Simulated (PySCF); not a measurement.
# One molecule, several mistakes: AlBCH4O

All numbers below are calculated, not measured. They come from PySCF 2.14.0, an open-source quantum chemistry program, on an isolated molecule that a program drew, which may never have been made. The molecule is AlBCH4O (charge 0, singlet), drawn as the SMILES string `C[BH][Al]=[O]`.

Each row is a Hartree-Fock (HF) and frozen-core CCSD(T) single point in the cc-pV(D+d)Z basis, meant for a local HF minimum. Run 1 is clean. Each other run has one planted mistake out of seven kinds, and not every kind appears here: one electron removed, one electron added, multiplicity raised by two, geometry at a saddle point, minimal basis STO-3G, one bond length entered in bohr, all coordinates scaled. The reference is restricted for singlets and unrestricted otherwise, and also for a bond in bohr. Adding or removing an electron swaps singlet and doublet. Electrons count all cores. HOMO and LUMO are orbital energies over both spins, the gradient is its largest component, and the lowest frequency (negative if imaginary) is given only where the gradient is small. Bond lengths are over the 7 bonds as drawn. T1 is the CCSD diagnostic: over 0.02 (restricted) or 0.045 (unrestricted) a single reference is doubtful.

Geometry of the clean run:
```xyz
8
AlBCH4O, angstrom
C    -0.9498   -1.8214    0.6372
B    -0.4565   -0.4265    0.1153
Al   -0.8383    0.3099   -1.8817
O    -1.1190    0.8401   -3.3384
H    -0.0917   -2.4939    0.4668
H    -1.8011   -2.2579    0.1140
H    -1.1325   -1.8322    1.7144
H     0.2269    0.2580    0.8262
```

| run | electrons | basis functions | <S^2> | HOMO (eV) | LUMO (eV) | gradient (hartree/bohr) | lowest frequency (cm^-1) | mean bond (Å) | longest bond (Å) | T1 | HF (hartree) | CCSD(T) (hartree) | mistake |
|---|---|---|---|---|---|---|---|---|---|---|---|---|---|
| 1 | 36 | 85 | 0.000 | -10.34 | 0.23 | 2.1e-05 | 99 | 1.3991 | 2.162 | 0.0279 | -381.62441 | -382.15381 | no fault |
| 2 | 36 | 85 | 2.035 | -6.25 | -0.16 | 1.5e-01 | - | 1.3991 | 2.162 | 0.0218 | -381.56886 | -382.04380 | multiplicity raised by two |
| 3 | 35 | 85 | 0.755 | -16.85 | -5.91 | 1.0e-01 | - | 1.3991 | 2.162 | 0.0149 | -381.36013 | -381.81648 | one electron removed |
| 4 | 36 | 28 | 0.000 | -5.69 | 6.35 | 3.4e-02 | - | 1.3991 | 2.162 | 0.0383 | -376.86295 | -377.11863 | minimal basis STO-3G |
| 5 | 36 | 85 | 0.000 | -10.08 | 0.13 | 6.1e-02 | - | 1.4704 | 2.273 | 0.0310 | -381.60663 | -382.14752 | ? |

**Which mistake was planted in run 5, and what did it cost?**

The mean and the longest bond both change by the same factor, 1.051, and the gradient is no longer small. So the mistake is: all coordinates scaled. Subtracting run 1 and multiplying by 627.51 kcal/mol a hartree, the energy moved by 11.2 kcal/mol in HF and 3.9 kcal/mol in CCSD(T).

Cautions from the logs. Run 1: T1 is over the limit, so its CCSD(T) energy is less reliable; run 4: T1 is over the limit, so its CCSD(T) energy is less reliable; run 5: T1 is over the limit, so its CCSD(T) energy is less reliable.
